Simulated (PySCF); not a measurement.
All values below come from r2SCAN-D4/def2-TZVP // r2SCAN-D4/def2-SVP (PySCF). Isolated molecules, 0 K electronic values unless said otherwise. One relaxed conformer stands for a flexible species; it need not be the lowest. Excitations are Tamm–Dancoff values on a coarser integration grid. The basis has no diffuse functions, so Rydberg states are missing or too high.

Reference species (SMILES): `C(c1cc(B)cc2ccsc21)#N` (neutral, multiplicity 1).

- S1–T1 gap (TDA): 0.78 eV
- T1 excitation (TDA): 2.81 eV
- brightest of the four lowest singlets (TDA): 4.76 eV

Changed species: `Bc1cc2c(C#N)cccc2s1`.

What does the change do to the S1–T1 gap (TDA), T1 excitation (TDA) and brightest of the four lowest singlets (TDA)?

the S1–T1 gap (TDA) rises by 0.32 eV, to 1.10 eV; the T1 excitation (TDA) falls by 0.47 eV, to 2.34 eV; the brightest of the four lowest singlets (TDA) falls by 0.36 eV, to 4.40 eV.
